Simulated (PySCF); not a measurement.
Species: `FC(F)([C@@H]1OC1)Cl`. The columns A, B, C and D hold Mulliken, IAO, Hirshfeld and ESP-fitted charges (e) of one PBE0/pcSseg-1 density (PySCF), in a shuffled order. Coordinates in Å (GFN2-xTB); the density's dipole moment is (2.09, 1.12, -0.45) D.

```json
{"atom": "F1", "x": "-2.013", "y": "-0.501", "z": "-1.065", "A": "-0.097", "B": "-0.254", "C": "-0.088", "D": "-0.269"}
{"atom": "C2", "x": "-1.181", "y": "0.131", "z": "-0.218", "A": "+0.182", "B": "+0.524", "C": "+0.206", "D": "+0.545"}
{"atom": "F3", "x": "-1.358", "y": "1.449", "z": "-0.460", "A": "-0.137", "B": "-0.259", "C": "-0.094", "D": "-0.275"}
{"atom": "Cl4", "x": "-1.688", "y": "-0.218", "z": "1.449", "A": "-0.042", "B": "-0.073", "C": "-0.039", "D": "-0.053"}
{"atom": "C5", "x": "0.262", "y": "-0.253", "z": "-0.488", "A": "-0.005", "B": "-0.051", "C": "-0.001", "D": "+0.023"}
{"atom": "C6", "x": "1.311", "y": "0.078", "z": "0.479", "A": "-0.117", "B": "+0.050", "C": "-0.013", "D": "-0.079"}
{"atom": "O7", "x": "0.840", "y": "-1.225", "z": "0.310", "A": "-0.237", "B": "-0.371", "C": "-0.144", "D": "-0.370"}
{"atom": "H8", "x": "0.486", "y": "-0.294", "z": "-1.552", "A": "+0.173", "B": "+0.150", "C": "+0.062", "D": "+0.166"}
{"atom": "H9", "x": "2.313", "y": "0.272", "z": "0.115", "A": "+0.138", "B": "+0.140", "C": "+0.063", "D": "+0.157"}
{"atom": "H10", "x": "1.038", "y": "0.566", "z": "1.407", "A": "+0.142", "B": "+0.143", "C": "+0.047", "D": "+0.157"}
```

Question: Which column most likely holds the ESP-fitted charges?

Answer: A. Σ q r misses the density's dipole by 0.09 D (A), 1.00 D (D), 1.19 D (C), 1.54 D (B). Charges fitted to the outside potential are the only set here that is tied to the molecule's multipoles.

Question: And the Hirshfeld charges?

Answer: C. The mean sizes are 0.076 e (C), 0.127 e (A), 0.202 e (B), 0.209 e (D), and Hirshfeld charges are commonly the smallest of these schemes.

As computed, A = ESP-fitted, B = Mulliken, C = Hirshfeld, D = IAO. Hydrogens on carbon: ESP-fitted +0.14 to +0.17, Mulliken +0.14 to +0.15, Hirshfeld +0.05 to +0.06, IAO +0.16 to +0.17 e.

The Hirshfeld scheme divides the density at each point in proportion to the densities of the neutral, spherically averaged free atoms. The Mulliken scheme gives each basis function's population to the atom it is centred on and halves the overlap population of two atoms between them.

Geometry: GFN2-xTB, one conformer, isolated molecule.

These values come from a run that also computed NMR shieldings. The run took 33 s wall (grids of density and orbitals included) on one thread, Arm Neoverse N1 (aarch64), no GPU (shared host), and the process peaked at 0.69 GiB of memory.

The values belong to the conformer `[F:1][C:2]([F:3])([Cl:4])[C@H:5]1[CH2:6][O:7]1`: F1–C2–C5–C6 -167°.
